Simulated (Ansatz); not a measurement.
Potential energy curve for HF (cation, charge +1), doublet.

- ROMP2 = Ansatz (an electronic-structure program) with MP2 on ROHF/aug-cc-pVDZ, frozen core
- UCCSDT = CCSDT on UHF/aug-cc-pVDZ, frozen core (Ansatz)
- ROHF/aug-cc-pVDZ (Ansatz)

Total energies in hartree (comparable only within one method and basis):

```
R / Å      ROMP2     UCCSDT       ROHF
-----  ---------  ---------  ---------
0.76   -99.59025  -99.60572  -99.43710
0.80   -99.61812  -99.63375  -99.46343
0.87   -99.64745  -99.66335  -99.49014
0.91   -99.65639  -99.67244  -99.49765
0.95   -99.66138  -99.67758  -99.50127
0.99   -99.66344  -99.67979  -99.50203
1.01   -99.66362  -99.68004  -99.50159
1.05   -99.66268  -99.67922  -99.49948
1.09   -99.66038  -99.67705  -99.49612
1.11   -99.65884  -99.67557  -99.49409
1.18   -99.65205  -99.66897  -99.48581
1.25   -99.64386  -99.66094  -99.47650
1.37   -99.62857  -99.64583  -99.46008
1.51   -99.61102  -99.62833  -99.44232
1.66   -99.59422  -99.61141  -99.42629
1.85   -99.57690  -99.59370  -99.41076
1.99   -99.56699  -99.58342  -99.40236
2.19   -99.55655  -99.57242  -99.39386
2.52   -99.54640  -99.56156  -99.38585
2.75   -99.54267  -99.55752  -99.38291
3.06   -99.53994  -99.55458  -99.38071
3.50   -99.53812  -99.55264  -99.37917
4.00   -99.53720  -99.55168  -99.37834
```
